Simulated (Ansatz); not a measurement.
The same isomerisation along the group O, S, Se.

Computed with Ansatz on PBE0-D4/def2-TZVP structures; ΔE is electronic, products minus reactants. CCSD(T)/CBS adds triple-zeta CCSD(T) − MP2 to the extrapolated MP2 energy (def2 sets, frozen cores). For Se outer-core shells are correlated without core-valence functions, which leaves a few kJ/mol of doubt a bond. Scalar relativity is left out up to krypton. Each species was taken in one conformer, which may not be the lowest.

Q: Order these by ΔE at CCSD(T)/CBS, lowest first. (Best estimate.)
A. `CSC=N` → `C1NCS1`
B. `C[Se]C=N` → `C1NC[Se]1`
C. `COC=N` → `C1NCO1`

A: B (+48.5 kJ/mol), A (+73.9 kJ/mol), C (+104.6 kJ/mol).

Largest T1 diagnostic: 0.014, for `COC=N`.
